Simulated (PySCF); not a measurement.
## Which determinant of KP lies lowest?

Unrestricted PBE0; K aug-pcseg-1, P aug-pcseg-1; no relativity (PySCF 2.14). Outer shells of the fragments: K 4s1; P 3s2 3p3.

Followed along the bond (rough minima from three points):

```csv
2Ms+1,unpaired,⟨S²⟩ at the start,R at minimum (Å),Te (eV)
3,π ↑↑,2.02,3.04,0.00
1,π ↑↓,1.01,3.03,0.33
3,"σ ↑, π ↑",2.01,2.86,0.38
1,"σ ↓, π ↑",1.01,2.86,0.70
1,none,0.00,3.02,1.40
```

Solutions found at the starting distance of 3.010 Å, counted from the lowest of them; the search is not exhaustive and high or unbound solutions are not listed, so other states can lie among these:

```tsv
2Ms+1	unpaired	term	E (eV)	⟨S²⟩	⟨Lz²⟩	μ (D)
3	π ↑↑	³Σ⁻	0.00	2.02	0.00	-9.46
1	π ↑↓	mixed	0.33	1.01	2.02	-9.67
3	σ ↑, π ↑	³Π	0.41	2.01	1.01	-10.71
1	σ ↓, π ↑	mixed	0.73	1.01	1.02	-10.66
1	none	mixed	1.40	0.00	2.00	-9.77
5	σ ↑↑, π ↑↑	⁵Σ⁻	1.74	6.00	0.00	2.89
```

A term symbol is given only where ⟨S²⟩ and ⟨Lz²⟩ are close to those of a pure state; real π, δ and φ orbitals otherwise mix terms. A positive dipole means K(−)P(+).

Counting both spins, an empty level lies below a filled one in some of these solutions, because spin and occupation are held.
